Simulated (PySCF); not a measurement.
SnF3, SMILES [F][Sn+]([F])[F], charge +1. Atoms are numbered in the order given.

```xyz
4

Sn     0.0000     0.0000     0.0000
F     -1.8820     0.0000     0.0000
F      0.9410     1.6299     0.0000
F      0.9410    -1.6299     0.0000
```
Charge +1, spin multiplicity 1.

Geometry: B3LYP-D3(BJ)/def2-SVP. The spin state was assumed, not searched. The isomer is the one that the SMILES or the coordinates give; other isomers of the formula were not compared. The def2 effective core potentials stand for the cores of Sn; spin–orbit coupling is left out.

These are C-PCM-M06-2X/def2-SVP in PySCF values and carry that method's errors.

The values are the electrostatic part of the solvation free energy, E(continuum) − E(gas) at the gas-phase geometry, in a cavity of scaled van der Waals radii (PySCF's table); cavitation and dispersion terms are not included. A continuum can't describe solvent molecules that bind to the metal. In vacuum the orbital gap is 10.07 eV.

Computed values in water (ε = 78.36), ethanol (ε = 24.85), chlorobenzene (ε = 5.70):
```tsv
solvent	ε	ΔG(elec) (kcal/mol)	gap (eV)
water	78.36	-70.6	10.29
ethanol	24.85	-68.6	10.28
chlorobenzene	5.70	-58.8	10.25
```
